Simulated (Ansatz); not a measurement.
This geometry of ClF3H3NSi (9 atoms, charge 0, multiplicity 1) is a first-order saddle point.

The calculation used RKS B3LYP/def2-SVP in Ansatz 0.2.0.

```xyz
9
Properties=species:S:1:pos:R:3
Si -0.402 0.051 -0.142
Cl 0.179 0.658 2.536
F 0.753 -1.026 0.060
F -0.050 1.588 -0.361
F -1.034 -0.373 -1.568
N -1.842 -0.217 0.932
H -2.168 -1.189 0.945
H -2.637 0.390 0.706
H -1.249 0.118 1.936
```

Which two structures does it join? (They come from a converged band through this point; their orientation in space is the band's.)

Bonds broken: Si1–Cl2, N6–H9. Bonds formed: Cl2–H9. ClF3H3NSi becomes ClH + F3H2NSi.

First end point:

```xyz
9
Properties=species:S:1:pos:R:3
Si -0.074 -0.001 0.170
Cl 0.544 0.226 2.151
F 1.404 -0.002 -0.505
F -0.652 1.299 -0.623
F -0.528 -1.478 -0.344
N -2.029 -0.009 0.953
H -2.705 -0.128 0.193
H -2.245 0.867 1.433
H -2.164 -0.774 1.618
```

Last end point:

```xyz
9
Properties=species:S:1:pos:R:3
Si -0.549 -0.031 -0.550
Cl -0.362 0.562 3.633
F 0.714 -0.955 -0.226
F -0.118 1.506 -0.635
F -1.065 -0.455 -2.009
N -1.703 -0.203 0.701
H -2.025 -1.140 0.938
H -2.479 0.456 0.731
H -0.863 0.261 2.461
```

How far does it lie above each of them?

1.18 eV above the first and 0.68 eV above the second. This is the barrier of this one path; another mechanism may lie lower. The orbitals stay closed-shell, which can raise the energy where a bond breaks towards radicals; this wasn't checked here.

The run took 9.8 min on 2 threads of Arm Neoverse V1, with other jobs on the host, peak memory 0.25 GiB.
